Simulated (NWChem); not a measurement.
System: InCl, singlet; SMILES [Cl][In]

Input file for NWChem:

```
start job
memory heap 200 mb stack 900 mb global 1100 mb
geometry units angstroms noautoz
  In     0.000000     0.000000    -0.636208
  Cl     0.000000     0.000000     1.793726
end
basis spherical
  In library def2-svp
  Cl library def2-svp
end
ecp
  In library def2-ecp
end
dft
  xc b3lyp
  iterations 150
  mulliken
end
task dft energy
```

NWChem printed, in part:

```
             Northwest Computational Chemistry Package (NWChem) 7.3.0
             --------------------------------------------------------

 ORDER OF PRIMARY AXIS IS BEING SET TO 4
 C4V symmetry detected

                             Geometry "geometry" -> ""
                             -------------------------

 Output coordinates in angstroms (scale by  1.889725989 to convert to a.u.)

  No.       Tag          Charge          X              Y              Z
 ---- ---------------- ---------- -------------- -------------- --------------
    1 In                  49.0000     0.00000000     0.00000000    -0.62589209
    2 Cl                  17.0000     0.00000000     0.00000000     1.80404191

 Effective nuclear repulsion energy (a.u.)     181.4060169604

      Symmetry information
      --------------------

 Group name             C4v
 Group number             18
 Group order               8
 No. of unique centers     2

                                 NWChem DFT Module
                                 -----------------

 Summary of "ao basis" -> "ao basis" (spherical)
 ------------------------------------------------------------------------------
       Tag                 Description            Shells   Functions and Types
 ---------------- ------------------------------  ------  ---------------------
 In                         def2-svp                10       26   4s4p2d
 Cl                         def2-svp                 8       18   4s3p1d

      Symmetry analysis of basis
      --------------------------

        a1         18
        a2          0
        b1          3
        b2          3
        e          20

            General Information
            -------------------
          SCF calculation type: DFT
          Wavefunction type:  closed shell.
          No. of atoms     :     2
          No. of electrons :    38
           Alpha electrons :    19
            Beta electrons :    19
          Charge           :     0
          Spin multiplicity:     1
          Use of symmetry is: on ; symmetry adaption is: on
          Maximum number of iterations: 150
          AO basis - number of functions:    44
                     number of shells:    18
          Convergence on energy requested:  1.00D-06
          Convergence on density requested:  1.00D-05
          Convergence on gradient requested:  5.00D-04

              XC Information
              --------------
                         B3LYP Method XC Potential
                     Hartree-Fock (Exact) Exchange  0.200
                        Slater Exchange Functional  0.800 local
                    Becke 1988 Exchange Functional  0.720 non-local
              Lee-Yang-Parr Correlation Functional  0.810
                  VWN I RPA Correlation Functional  0.190 local

             Grid Information
             ----------------
          Grid used for XC integration:  medium
          Radial quadrature: Mura-Knowles
          Angular quadrature: Lebedev.
          Tag              B.-S. Rad. Rad. Pts. Rad. Cut. Ang. Pts.
          ---              ---------- --------- --------- ---------
          In                  1.55      123           8.0       590
          Cl                  1.00       88           9.0       590
          Grid pruning is: on
          Number of quadrature shells:   211
          Spatial weights used:  Erf1

      Superposition of Atomic Density Guess
      -------------------------------------

 Sum of atomic energies:        -677.37382110

      Non-variational initial energy
      ------------------------------

 Total energy =    -648.497926
 1-e energy   =   -1124.923379
 2-e energy   =     398.680017
 HOMO         =      -0.289835
 LUMO         =       0.004062

      Symmetry analysis of molecular orbitals - initial
      -------------------------------------------------

 !! scf_movecs_sym_adapt:    6 vectors were symmetry contaminated

  Symmetry fudging

 !! scf_movecs_sym_adapt:    6 vectors were symmetry contaminated

  Numbering of irreducible representations:

     1 a1          2 a2          3 b1          4 b2          5 e

  Orbital symmetries:

     1 a1          2 a1          3 a1          4 e           5 e
     6 a1          7 a1          8 e           9 e          10 a1
    11 e          12 e          13 b1         14 b2         15 a1
    16 a1         17 e          18 e          19 a1         20 e
    21 e          22 a1         23 a1         24 e          25 e
    26 a1         27 e          28 e          29 b1

     ---------------------------------------------
      Total Density - Mulliken Population Analysis
     ---------------------------------------------

    Atom       Charge   Shell Charges
 -----------   ------   -------------------------------------------------------
    1 In  21    20.27   2.60 -0.60  1.07  0.91  3.25  2.74  0.19  0.09  9.72  0.31
    2 Cl  17    17.73   2.00  1.99  1.25  0.73  5.95  2.24  3.57  0.01

   convergence    iter        energy       DeltaE   RMS-Dens  Diis-err
 ---------------- ----- ----------------- --------- --------- ---------
 d= 0,ls=0.0,diis     1   -650.3045245693 -7.28D+02  3.34D-02  2.34D-01
 d= 0,ls=0.0,diis     2   -650.2139062176  9.06D-02  1.87D-02  7.33D-01
 d= 0,ls=0.0,diis     3   -650.3489924480 -1.35D-01  1.96D-03  8.28D-03
 d= 0,ls=0.0,diis     4   -650.3501312155 -1.14D-03  3.44D-04  3.34D-04
 d= 0,ls=0.0,diis     5   -650.3501742027 -4.30D-05  7.29D-05  9.60D-06
  Resetting Diis
 d= 0,ls=0.0,diis     6   -650.3501754216 -1.22D-06  2.13D-05  5.73D-07
 d= 0,ls=0.0,diis     7   -650.3501755445 -1.23D-07  7.84D-06  2.21D-08

         Total DFT energy =     -650.350175544452
      One electron energy =    -1126.346424919645
           Coulomb energy =      443.336453020392
    Exchange-Corr. energy =      -45.085639485387
 Nuclear repulsion energy =       77.745435840188

 Numeric. integr. density =       38.000000121511

[...]
```

Level: B3LYP/def2-SVP with def2 effective core potentials on In. Low-valent species are run as closed-shell singlets; no triplet was tried in these runs. Geometry: optimised at PBE0/def2-SVP. B3LYP is NWChem's, with the RPA form of VWN correlation. def2 effective core potentials on In; no spin-orbit coupling.
